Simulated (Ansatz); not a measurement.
CH5BOSi, SMILES `[SiH3]C1BO1`, charge 0, multiplicity 1.

(1) Give a relaxed structure at PBE0-D4/def2-TZVP (Ansatz). (Best estimate.)

## Answers

(1) The calculation gave: 
Z-matrix (Å, degrees):
```
Si
C 1 1.867
H 1 1.487 2 107.9
H 1 1.486 2 109.4 3 119.3
H 1 1.487 2 111.7 3 -119.8
B 2 1.516 1 124.3 3 -111.5
O 2 1.527 1 115.0 3 -170.8
H 2 1.090 1 117.1 3 56.3
H 6 1.183 2 157.7 1 84.2
```
This is one stationary point; other conformers may exist.
